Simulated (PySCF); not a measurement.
PySCF input for Ge(F)2(Me)2 (C2H6F2Ge), SMILES [CH3][Ge]([CH3])([F])[F], B3LYP-D3(BJ)/def2-SVP. The structure is a stationary point at B3LYP-D3(BJ)/def2-SVP.

```python
import numpy as np
from pyscf import gto, scf, dft, df
from pyscf.hessian import thermo

mol = gto.M(
    atom='''
    C     1.67865843    0.00000002    0.98136301
    Ge   -0.00000000   -0.00000000    0.01327700
    C    -1.67865844    0.00000001    0.98136299
    F     0.00000001   -1.37270690   -1.06628627
    F     0.00000000    1.37270688   -1.06628632
    H     1.74843137    0.89614172    1.61543373
    H     2.51266022    0.00000001    0.26509915
    H     1.74843137   -0.89614166    1.61543375
    H    -2.51266022    0.00000000    0.26509911
    H    -1.74843139    0.89614171    1.61543370
    H    -1.74843139   -0.89614166    1.61543374
    ''',
    basis='def2-SVP',
    charge=0,
    spin=0,
    max_memory=1600,
    verbose=3,
)
mf = dft.RKS(mol, xc='b3lyp').density_fit(auxbasis='def2-universal-jkfit')
mf.disp = 'd3bj'
mf.grids.level = 3
mf.conv_tol = 1e-11
mf.max_cycle = 100
mf.kernel()

# [left out here: the lines that compute and print the analytic Hessian (its translational invariance restored by hand, since the grid's response is missing), thermochemistry and intensities]
```

Program output:

```
converged SCF energy = -2356.19282565594

WARN: DFTD3 does not support analytical Hessian, using finite difference


WARN: Mole.unit (angstrom) is changed to Bohr

Mode                                 0                   1                   2
Irrep
Freq [cm^-1]                       72.2155             82.5432            152.6728
Reduced mass [au]                   1.0150              1.0376              2.6896
Force const [Dyne/A]                0.0031              0.0042              0.0369
Char temp [K]                     103.9020            118.7613            219.6622
Normal mode                   x     y     z       x     y     z       x     y     z
       0   C                 0.00 -0.02 -0.00    0.00  0.02 -0.00   -0.08 -0.00  0.12
       1  Ge                -0.00  0.00  0.00   -0.00  0.00  0.00   -0.00 -0.00 -0.03
       2   C                -0.00  0.02 -0.00   -0.00  0.02 -0.00    0.08  0.00  0.12
       3   F                -0.01 -0.00  0.00    0.00 -0.01  0.02    0.00  0.02 -0.05
       4   F                 0.01 -0.00 -0.00   -0.00 -0.01 -0.02   -0.00 -0.02 -0.05
       5   H                -0.16 -0.22  0.31   -0.18 -0.18  0.30   -0.18 -0.00  0.13
       6   H                -0.00  0.39 -0.00   -0.00  0.42 -0.00    0.02  0.00  0.25
       7   H                 0.16 -0.22 -0.31    0.18 -0.18 -0.30   -0.18  0.00  0.13
       8   H                -0.00 -0.39 -0.00    0.00  0.42 -0.00   -0.02  0.00  0.25
       9   H                -0.16  0.22 -0.31    0.18 -0.18  0.30    0.18 -0.00  0.13
      10   H                 0.16  0.22  0.31   -0.18 -0.18 -0.30    0.18  0.00  0.13
Mode                                 3                   4                   5
Irrep
Freq [cm^-1]                      176.3198            186.9091            238.7695
Reduced mass [au]                   4.4571              3.2411              5.9498
Force const [Dyne/A]                0.0816              0.0667              0.1999
[...]
       6   H                 0.01  0.00  0.05   -0.17 -0.00 -0.10   -0.08  0.00 -0.03
       7   H                -0.07 -0.00  0.00   -0.15 -0.00 -0.09   -0.21  0.00 -0.08
       8   H                -0.01  0.00  0.05    0.17  0.00 -0.10   -0.08 -0.00  0.03
       9   H                 0.07  0.00  0.00    0.15  0.00 -0.09   -0.21  0.00  0.08
      10   H                 0.07 -0.00  0.00    0.15 -0.00 -0.09   -0.21 -0.00  0.08
Mode                                 9                  10                  11
Irrep
Freq [cm^-1]                      704.3076            712.3018            757.2565
Reduced mass [au]                  16.7356             15.2119              1.2712
Force const [Dyne/A]                4.8912              4.5474              0.4295
Char temp [K]                    1013.3418           1024.8437           1089.5236
Normal mode                   x     y     z       x     y     z       x     y     z
       0   C                 0.03  0.00  0.00    0.00  0.02  0.00   -0.06  0.00  0.07
       1  Ge                 0.00  0.00 -0.05   -0.00  0.05  0.00    0.02 -0.00 -0.00
       2   C                -0.03 -0.00  0.00    0.00  0.02  0.00   -0.06 -0.00 -0.07
       3   F                -0.00  0.11  0.09    0.00 -0.11 -0.09   -0.02 -0.00 -0.00
       4   F                 0.00 -0.11  0.09    0.00 -0.11  0.09   -0.02 -0.00  0.00
       5   H                 0.01 -0.01  0.01    0.06 -0.02  0.04    0.25  0.04 -0.03
       6   H                 0.07 -0.00  0.05    0.00 -0.02  0.00   -0.38 -0.00 -0.33
       7   H                 0.01  0.01  0.01   -0.06 -0.02 -0.04    0.25 -0.04 -0.03
       8   H                -0.07  0.00  0.05    0.00 -0.02 -0.00   -0.38  0.00  0.33
       9   H                -0.01 -0.01  0.01   -0.06 -0.02  0.04    0.25 -0.04  0.03
      10   H                -0.01  0.01  0.01    0.06 -0.02 -0.04    0.25  0.04  0.03
Mode                                12                  13                  14
Irrep
Freq [cm^-1]                      768.9394            825.2095            838.9971
Reduced mass [au]                   1.2258              1.3438              1.3049
Force const [Dyne/A]                0.4270              0.5392              0.5412
Char temp [K]                    1106.3326           1187.2927           1207.1300
Normal mode                   x     y     z       x     y     z       x     y     z
       0   C                 0.00  0.09 -0.00   -0.00  0.09  0.00    0.05  0.00 -0.08
       1  Ge                -0.00  0.00 -0.00   -0.00 -0.03 -0.00   -0.00 -0.00  0.02
       2   C                 0.00 -0.09  0.00    0.00  0.09  0.00   -0.05  0.00 -0.08
       3   F                -0.01 -0.00 -0.00   -0.00  0.01 -0.00   -0.00 -0.00 -0.00
       4   F                 0.01  0.00 -0.00    0.00  0.01  0.00   -0.00  0.00 -0.00
       5   H                 0.35 -0.11  0.23    0.32 -0.10  0.23   -0.28 -0.04  0.01
       6   H                 0.00 -0.17  0.00   -0.00 -0.17 -0.00    0.36 -0.00  0.29
       7   H                -0.35 -0.11 -0.23   -0.32 -0.10 -0.23   -0.28  0.04  0.01
       8   H                 0.00  0.17 -0.00    0.00 -0.17 -0.00   -0.36 -0.00  0.29
       9   H                 0.35  0.11 -0.23   -0.32 -0.10  0.23    0.28 -0.04  0.01
      10   H                -0.35  0.11  0.23    0.32 -0.10 -0.23    0.28  0.04  0.01
Mode                                15                  16                  17
Irrep
Freq [cm^-1]                     1261.5000           1264.4851           1426.0963
Reduced mass [au]                   1.2523              1.2236              1.0531
Force const [Dyne/A]                1.1742              1.1527              1.2618
Char temp [K]                    1815.0176           1819.3126           2051.8350
Normal mode                   x     y     z       x     y     z       x     y     z
       0   C                 0.08  0.00  0.04   -0.08 -0.00 -0.05    0.00 -0.04 -0.00
       1  Ge                -0.00  0.00  0.00    0.00  0.00  0.00    0.00  0.00  0.00
       2   C                 0.08 -0.00 -0.04    0.08 -0.00 -0.05    0.00  0.04  0.00
       3   F                 0.00 -0.00 -0.00    0.00 -0.00 -0.00   -0.00 -0.00  0.00
       4   F                 0.00  0.00 -0.00    0.00  0.00 -0.00    0.00 -0.00 -0.00
       5   H                -0.33  0.12 -0.10    0.33 -0.13  0.10    0.30  0.04 -0.14
       6   H                -0.22 -0.00 -0.29    0.22  0.00  0.29   -0.00  0.50 -0.00
       7   H                -0.33 -0.12 -0.10    0.33  0.13  0.10   -0.30  0.04  0.14
       8   H                -0.22  0.00  0.29   -0.22  0.00  0.29   -0.00 -0.50  0.00
       9   H                -0.33 -0.12  0.10   -0.33 -0.13  0.10    0.30 -0.04  0.14
      10   H                -0.33  0.12  0.10   -0.33  0.13  0.10   -0.30 -0.04 -0.14
Mode                                18                  19                  20
Irrep
Freq [cm^-1]                     1427.1627           1432.2355           1435.5256
Reduced mass [au]                   1.0508              1.0472              1.0474
Force const [Dyne/A]                1.2610              1.2656              1.2717
Char temp [K]                    2053.3693           2060.6680           2065.4018
Normal mode                   x     y     z       x     y     z       x     y     z
       0   C                -0.02 -0.00  0.04    0.02 -0.00 -0.04   -0.00 -0.04  0.00
       1  Ge                -0.00  0.00  0.00   -0.00 -0.00 -0.00    0.00 -0.00  0.00
       2   C                -0.02  0.00 -0.04   -0.02 -0.00 -0.04    0.00 -0.04  0.00
       3   F                 0.00  0.00 -0.00    0.00 -0.00  0.00    0.00  0.00 -0.00
       4   F                 0.00 -0.00 -0.00    0.00  0.00  0.00   -0.00  0.00  0.00
       5   H                 0.07  0.27 -0.36   -0.07 -0.27  0.36    0.30  0.04 -0.13
       6   H                 0.13  0.00  0.20   -0.14  0.00 -0.21    0.00  0.50  0.00
       7   H                 0.07 -0.27 -0.36   -0.07  0.27  0.36   -0.30  0.04  0.13
       8   H                 0.13 -0.00 -0.20    0.14  0.00 -0.21   -0.00  0.50  0.00
       9   H                 0.07 -0.27  0.36    0.07 -0.27  0.36   -0.30  0.04 -0.13
      10   H                 0.07  0.27  0.36    0.07  0.27  0.36    0.30  0.04  0.13
Mode                                21                  22                  23
Irrep
Freq [cm^-1]                     3046.9951           3048.3551           3148.7768
Reduced mass [au]                   1.0330              1.0329              1.1043
Force const [Dyne/A]                5.6506              5.6553              6.4508
Char temp [K]                    4383.9475           4385.9043           4530.3888
Normal mode                   x     y     z       x     y     z       x     y     z
       0   C                 0.03 -0.00  0.02   -0.03  0.00 -0.02    0.00 -0.06 -0.00
       1  Ge                -0.00 -0.00  0.00    0.00  0.00  0.00    0.00  0.00 -0.00
       2   C                 0.03  0.00 -0.02    0.03 -0.00 -0.02   -0.00  0.06 -0.00
       3   F                 0.00 -0.00 -0.00   -0.00 -0.00 -0.00    0.00 -0.00 -0.00
       4   F                 0.00  0.00 -0.00   -0.00  0.00 -0.00   -0.00 -0.00  0.00
       5   H                -0.02 -0.34 -0.23    0.02  0.34  0.23    0.03  0.38  0.28
       6   H                -0.28  0.00  0.25    0.28 -0.00 -0.25   -0.00 -0.01  0.00
       7   H                -0.02  0.34 -0.23    0.02 -0.34  0.23   -0.03  0.38 -0.28
       8   H                -0.28  0.00 -0.25   -0.28  0.00 -0.25    0.00  0.01  0.00
       9   H                -0.02  0.34  0.23   -0.02  0.34  0.23    0.03 -0.38 -0.28
      10   H                -0.02 -0.34  0.23   -0.02 -0.34  0.23   -0.03 -0.38  0.28
Mode                                24                  25                  26
Irrep
Freq [cm^-1]                     3149.9230           3157.1467           3157.3642
Reduced mass [au]                   1.1044              1.1043              1.1050
Force const [Dyne/A]                6.4559              6.4851              6.4904
Char temp [K]                    4532.0379           4542.4312           4542.7441
Normal mode                   x     y     z       x     y     z       x     y     z
       0   C                -0.00  0.06  0.00   -0.03 -0.00  0.05    0.03  0.00 -0.05
       1  Ge                -0.00  0.00  0.00   -0.00 -0.00  0.00   -0.00  0.00 -0.00
       2   C                -0.00  0.06 -0.00   -0.03 -0.00 -0.05   -0.03 -0.00 -0.05
       3   F                -0.00 -0.00 -0.00   -0.00 -0.00 -0.00   -0.00  0.00  0.00
       4   F                 0.00 -0.00  0.00   -0.00  0.00 -0.00   -0.00 -0.00  0.00
       5   H                -0.03 -0.38 -0.28   -0.02 -0.21 -0.14    0.02  0.21  0.14
       6   H                 0.00  0.01 -0.00    0.43 -0.00 -0.37   -0.43  0.00  0.36
       7   H                 0.03 -0.38  0.28   -0.02  0.21 -0.14    0.02 -0.21  0.14
       8   H                 0.00  0.01  0.00    0.43 -0.00  0.36    0.43 -0.00  0.36
       9   H                 0.03 -0.38 -0.28   -0.02  0.21  0.14   -0.02  0.21  0.14
      10   H                -0.03 -0.38  0.28   -0.02 -0.21  0.14   -0.02 -0.21  0.14
temperature 298.1500 [K]
pressure 101325.00 [Pa]
Rotational constants [GHz] 3.34064 3.01572 2.98703
Symmetry number 2
Zero-point energy (ZPE) 0.07731 [Eh]   202976.600 [J/mol]
                           tot       elec      trans        rot        vib
Entropy [J/mol/K]       365.433      0.000    170.438    106.247     88.748
Cv [J/mol/K]            109.063      0.000     12.472     12.472     84.119
Cp [J/mol/K]            117.377      0.000     20.786     12.472     84.119
Internal energy [J/mol]                      3718.434   3718.434 216827.419
Internal energy [Eh]   -2356.10741  -2356.19283
Enthalpy [J/mol]                             6197.391   3718.434 216827.419
Enthalpy [Eh]          -2356.10646
Gibbs free energy [J/mol]                  -44618.810 -27959.007 190367.235
Gibbs free energy [Eh] -2356.14796
mode   freq/cm-1   IR/(km/mol)
   1       72.22         0.000
   2       82.54         0.104
   3      152.67         0.103
   4      176.32         0.000
   5      186.91         1.918
   6      238.77        35.958
   7      243.31        18.222
   8      582.40         1.139
   9      637.32        32.363
  10      704.31        69.549
  11      712.30        63.283
  12      757.26        55.743
  13      768.94         0.000
  14      825.21        59.589
  15      839.00        45.439
  16     1261.50        14.184
  17     1264.49        11.160
  18     1426.10         0.000
  19     1427.16         1.023
  20     1432.24         4.381
  21     1435.53        12.087
  22     3047.00         0.768
  23     3048.36         1.000
  24     3148.78         0.000
  25     3149.92         3.807
  26     3157.15         0.041
  27     3157.36         1.047
max |gradient| / (hartree/bohr): 0.00018799442151253405
APT charges: [-0.3321  1.8129 -0.3321 -0.6544 -0.6544  0.0267  0.0266  0.0267  0.0266
  0.0267  0.0267]
```

The calculation finished and met its thresholds.

Cost: around 4 core-minutes (rough).
